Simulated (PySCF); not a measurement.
**Orbital energies and ionisation energy**

C4H7F3Si.
Atom-mapped SMILES: `[F:1][C:2]([F:3])([F:4])/[CH:5]=[CH:6]\[CH2:7][SiH3:8]` (hydrogens: H9 on C5; H10 on C6; H11, H12 on C7; H13, H14, H15 on Si8)

Geometry (PBE0-D3(BJ)/def2-SVP, Å), atoms numbered from 1 in this order:
```xyz
15
C4H7F3Si angstrom
F     -1.2359    1.3097    0.9390
C     -2.0082    0.5959    0.1044
F     -2.1567    1.3428   -1.0010
F     -3.2111    0.4860    0.6715
C     -1.4347   -0.7530   -0.1943
C     -0.2004   -0.9511   -0.6722
C      0.8403    0.0766   -0.9397
Si     2.1403    0.1290    0.4468
H     -2.1086   -1.5919   -0.0101
H      0.0954   -1.9916   -0.8511
H      0.4153    1.0854   -1.0470
H      1.3801   -0.1600   -1.8717
H      3.1872    1.1383    0.1028
H      1.4997    0.4848    1.7447
H      2.7861   -1.2141    0.5716
```

Level: CAM-B3LYP/def2-SVPD (PySCF). Frontier orbitals with their largest atomic shares (Löwdin; up to four atoms above 4 %):

```tsv
orbital	ε (eV)	main atoms
HOMO−3	-11.68	C7 26 %, C6 18 %, Si8 15 %, C5 12 %
HOMO−2	-11.16	Si8 37 %, H13 27 %, H15 12 %, H14 8 %
HOMO−1	-11.10	Si8 37 %, H14 24 %, H15 21 %, C7 8 %
HOMO	-9.20	?
LUMO	0.22	C6 29 %, C5 27 %, Si8 8 %, C7 8 %
LUMO+1	1.04	Si8 28 %, C6 10 %, C7 9 %, H12 9 %
LUMO+2	1.52	Si8 46 %, H15 13 %, H14 12 %, H13 8 %
```

**Question.** What vertical ionisation energy does ΔSCF give, and how far is −ε(HOMO) from it?

**Answer.** ΔSCF: 9.94 eV (959 kJ/mol; threshold wavelength 125 nm); ⟨S²⟩ of the doublet left behind is 0.759, against 0.75 for a pure doublet. −ε(HOMO) is 9.20 eV, 0.74 eV below it. For the exact functional −ε(HOMO) would equal the first vertical ionisation energy; CAM-B3LYP (range-separated hybrid) falls short of its own ΔSCF value by 7 %.

**Question.** On which atoms does the HOMO lie?

**Answer.** C5 (alkene CH carbon) 34 %, C6 (alkene CH carbon) 25 %, C7 (sp3 carbon bound to silicon) 14 %, Si8 (SiH3 silicon) 9 %, so no atom holds as much as 40 %. The HOMO−1 lies 1.90 eV lower.

**Question.** With α = 79.8 au, estimate the like-pair dispersion coefficient by London's formula C6 = (3/4)α²I.

**Answer.** I = 0.3652 Eh, so C6 ≈ 1750 au, a rough estimate.

**Question.** What total energies stand behind the ΔSCF value?

**Answer.** E(N) = -745.09149 Eh and E(N − 1) = -744.72632 Eh at the same geometry, 0.36517 Eh apart.

Geometry: PBE0-D3(BJ)/def2-SVP, one conformer, isolated molecule.

The run behind these numbers computed excited states and ΔSCF ions as well. Time: 3.2 min (grids of density and orbitals included); peak memory 1.1 GiB. Hardware: an Arm Neoverse N1 with one thread, no GPU, shared host with 64 logical CPUs at a one-minute load of 57.
